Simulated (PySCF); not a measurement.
A side-by-side comparison of computed properties.

First species: CH₃Cl₅Si₂.
SMILES with atom numbers: `[CH3:1][Si:2]([Cl:3])([Cl:4])[Si:5]([Cl:6])([Cl:7])[Cl:8]` (hydrogens: H9, H10, H11 on C1)

Second species: CH3CH2CH2CHFCH3, C₅H₁₁F.
Numbering: `[CH3:1][CH2:2][CH2:3][C@@H:4]([CH3:5])[F:6]` (hydrogens: H7, H8, H9 on C1; H10, H11 on C2; H12, H13 on C3; H14 on C4; H15, H16, H17 on C5)

Structure used (PBE0-D3(BJ)/def2-TZVP), in Å, numbered top down from 1:
```xyz
17
C5H11F angstrom
C      2.248    0.172   -0.997
C      1.375   -0.112    0.212
C     -0.101    0.107   -0.071
C     -0.999   -0.186    1.109
C     -2.461    0.055    0.835
F     -0.838   -1.526    1.470
H      3.304    0.004   -0.777
H      1.977   -0.474   -1.837
H      2.138    1.208   -1.332
H      1.524   -1.143    0.545
H      1.681    0.528    1.048
H     -0.272    1.146   -0.376
H     -0.420   -0.522   -0.911
H     -0.674    0.399    1.978
H     -2.636    1.110    0.615
H     -3.064   -0.220    1.701
H     -2.791   -0.538   -0.022
```

Levels: B97-2/pcSseg-2 for dipole moment, HOMO energy, LUMO energy and HOMO–LUMO gap; PBE0-D3(BJ)/def2-TZVP for rotational constant A and rotational constant C. Geometries: PBE0-D3(BJ)/def2-TZVP. All species are isolated and taken at one optimised geometry, non-relativistic unless stated. Electronic properties by PySCF.

Dipoles, sizes and rotational constants follow the conformer. The torsions of the flexible species, by atom-mapped SMILES:
- `[CH3:1][Si:2]([Cl:3])([Cl:4])[Si:5]([Cl:6])([Cl:7])[Cl:8]`: C1–Si2–Si5–Cl6 -60°
- `[CH3:1][CH2:2][CH2:3][C@@H:4]([CH3:5])[F:6]`: C1–C2–C3–C4 179°, C2–C3–C4–C5 179°

Q: Which has the higher HOMO energy?

A: The first: -8.24 eV against -8.69 eV, a difference of 0.45 eV.

Q: Which has the higher dipole moment?

A: The first: 2.19 D against 1.80 D, a difference of 0.39 D.

Q: Which of the two has the higher rotational constant C, and by how much?

A: The second: 1.518 GHz against 0.454 GHz, a difference of 1.064 GHz.

Q: Which has the higher HOMO–LUMO gap?

A: The second: 9.39 eV against 7.34 eV, a difference of 2.05 eV.

Q: Which has the higher LUMO energy?

A: The second: 0.70 eV against -0.90 eV, a difference of 1.60 eV.

Q: Which of the two has the higher rotational constant A, and by how much?

A: The second: 7.361 GHz against 0.745 GHz, a difference of 6.616 GHz.

On the first: The dipole equals about 7.3 × 10⁻³⁰ C·m (1 D = 3.33564 × 10⁻³⁰ C·m). Isolated species at its PBE0-D3(BJ)/def2-TZVP geometry, gas phase.

On the second: The dipole matches unit charges of opposite sign 0.38 Å apart (1 e·Å = 4.8032 D). One conformer (not necessarily the lowest) at the PBE0-D3(BJ)/def2-TZVP geometry, without solvent, vibrations or thermal averaging.
